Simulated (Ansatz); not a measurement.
Z-matrix (Å, degrees):
```
C
Ta 1 3.136
O 1 1.406 2 18.2
H 1 1.092 2 116.3 3 -71.0
H 1 1.093 2 92.0 3 175.9
H 1 1.092 2 118.6 3 62.2
S 2 2.158 1 95.7 3 -176.3
C 2 2.140 1 110.9 3 -68.0
Cl 2 2.304 1 121.3 3 62.0
H 8 1.097 2 109.5 1 76.0
H 8 1.095 2 109.9 1 -164.6
H 8 1.093 2 112.1 1 -44.7
```

The species carries charge 0 and has multiplicity 1. Ta takes the def2 core potential.

(1) List the CAM-B3LYP/def2-TZVPP orbital energies in eV (the Gaussian-basis code of Ansatz). (An estimate is asked.)

## Answers

(1) Computed: Occupied: -2764.43, -2418.80, -523.71, -280.80, -278.46, -259.22, -216.88, -198.21, -198.16, -198.14, -161.37, -161.36, -161.35, -77.85, -43.79, -43.47, -43.31, -30.22, -24.35, -21.33, -20.96, -19.80, -15.66, -15.12, -15.10, -13.18, -13.11, -12.44, -11.68, -11.32, -11.23, -10.76, -10.25, -9.72, -8.86, -8.77. Lowest empty: -0.72, -0.34, 0.38, 0.54, 0.71, 0.91, 2.33, 2.88.
